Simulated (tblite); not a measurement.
C5H11FOSi.
Atom-mapped SMILES: `[CH3:1]/[C:2](=[CH:3]/[F:4])[SiH2:5][CH2:6][CH2:7][OH:8]` (hydrogens: H9, H10, H11 on C1; H12 on C3; H13, H14 on Si5; H15, H16 on C6; H17, H18 on C7; H19 on O8)

Computed with GFN2-xTB (tblite), gas phase: L-BFGS steps from a force-field or distance-geometry start until the largest atomic force falls under 0.01 eV/Å.

Step 58: E = -729.1967 eV
```
atom  x, y, z in Å  |  force x, y, z in eV/Å
C1     -2.4568    0.5541    0.5714   -0.025   0.021   0.020
C2     -1.5665   -0.5014   -0.0088   -0.036   0.013  -0.025
C3     -1.9492   -1.7650    0.0299   -0.013  -0.007   0.016
F4     -1.2215   -2.7679   -0.5011    0.023   0.011  -0.010
Si5     0.0577    0.0382   -0.8177    0.009   0.025  -0.038
C6      1.0837    0.9694    0.5016    0.005  -0.019   0.003
C7      2.5434    0.5571    0.4155    0.002   0.010  -0.009
O8      2.5965   -0.8464    0.5490    0.001   0.048   0.023
H9     -1.8982    1.1904    1.2557    0.006  -0.008  -0.022
H10    -3.3016    0.1233    1.1074    0.018  -0.014  -0.028
H11    -2.8402    1.1857   -0.2302    0.024  -0.004   0.032
H12    -2.8600   -2.1457    0.4733   -0.050  -0.012   0.024
H13    -0.2746    0.9966   -1.8925   -0.002  -0.004   0.017
H14     0.7460   -1.1105   -1.3872    0.014  -0.010  -0.005
H15     0.7248    0.7255    1.5011    0.005   0.008   0.018
H16     1.0167    2.0503    0.3799   -0.014  -0.030  -0.001
H17     2.9558    0.8683   -0.5550    0.018  -0.010  -0.005
H18     3.1357    1.0422    1.2085   -0.012  -0.031  -0.012
H19     3.4984   -1.1549    0.4220    0.026   0.011   0.002
```

Step 59: E = -729.1971 eV
```
atom  x, y, z in Å  |  force x, y, z in eV/Å
C1     -2.4579    0.5551    0.5729    0.013  -0.022   0.000
C2     -1.5670   -0.5007   -0.0064   -0.035   0.001  -0.046
C3     -1.9515   -1.7641    0.0311   -0.016  -0.011   0.015
F4     -1.2271   -2.7687   -0.5018    0.025   0.025  -0.005
Si5     0.0557    0.0387   -0.8205    0.002   0.003  -0.020
C6      1.0843    0.9658    0.4989    0.015  -0.017   0.008
C7      2.5452    0.5575    0.4156    0.011   0.009  -0.014
O8      2.6047   -0.8452    0.5510   -0.034   0.037   0.031
H9     -1.9012    1.1875    1.2603    0.022   0.015   0.008
H10    -3.3045    0.1229    1.1022   -0.015  -0.021  -0.002
H11    -2.8355    1.1881   -0.2283    0.005   0.024   0.001
H12    -2.8628   -2.1443    0.4749   -0.043  -0.003   0.023
H13    -0.2772    0.9955   -1.8953   -0.007   0.012   0.012
H14     0.7387   -1.1103   -1.3953    0.025  -0.017   0.000
H15     0.7279    0.7194    1.4987   -0.010   0.009   0.019
H16     1.0159    2.0468    0.3795   -0.015  -0.025   0.000
H17     2.9610    0.8676   -0.5530    0.014   0.005  -0.032
H18     3.1331    1.0469    1.2088   -0.004  -0.029   0.002
H19     3.5084   -1.1492    0.4296    0.046   0.006  -0.002
```

Q: Estimate the geometry and energy of step 60. (The exact step hangs on the optimiser's Hessian estimate; all steps are aligned on step 59, rigid shifts and turns removed.)

A: E = -729.1976 eV, largest force 0.057 eV/Å
```
atom  x, y, z in Å  |  force x, y, z in eV/Å
C1     -2.4583    0.5554    0.5744    0.007  -0.008  -0.009
C2     -1.5686   -0.5014   -0.0051   -0.025  -0.011  -0.050
C3     -1.9546   -1.7646    0.0321   -0.021  -0.010   0.012
F4     -1.2302   -2.7700   -0.5005    0.016   0.035   0.002
Si5     0.0559    0.0361   -0.8193   -0.008  -0.020  -0.005
C6      1.0843    0.9655    0.4988    0.012  -0.014   0.008
C7      2.5455    0.5596    0.4142    0.020   0.004  -0.015
O8      2.6076   -0.8431    0.5445   -0.038   0.022   0.033
H9     -1.9021    1.1789    1.2722   -0.009  -0.007  -0.010
H10    -3.3138    0.1229    1.0913    0.018   0.008  -0.013
H11    -2.8227    1.1977   -0.2271    0.011   0.004   0.037
H12    -2.8678   -2.1442    0.4739   -0.022   0.005   0.015
H13    -0.2752    0.9889   -1.8974   -0.011   0.022   0.007
H14     0.7384   -1.1145   -1.3918    0.022  -0.015   0.004
H15     0.7305    0.7210    1.5001   -0.016   0.007   0.009
H16     1.0144    2.0460    0.3772   -0.016  -0.020   0.002
H17     2.9627    0.8736   -0.5524    0.009   0.010  -0.037
H18     3.1315    1.0461    1.2100    0.005  -0.017   0.011
H19     3.5127   -1.1448    0.4279    0.047   0.007  -0.003
```

The energy changes by -0.0004 eV. The first-order estimate −F·Δx gives -0.0006 eV and the mean of the old and new forces, exact on a quadratic surface, -0.0004 eV. The step makes an angle of 82° with the force vector and moves no atom by more than 0.016 Å.

What follows is the cost of the whole relaxation. Time: 1.2 s wall. Hardware: one thread, Arm Neoverse V1 (aarch64), shared host with 32 logical CPUs at a one-minute load of 5.1.
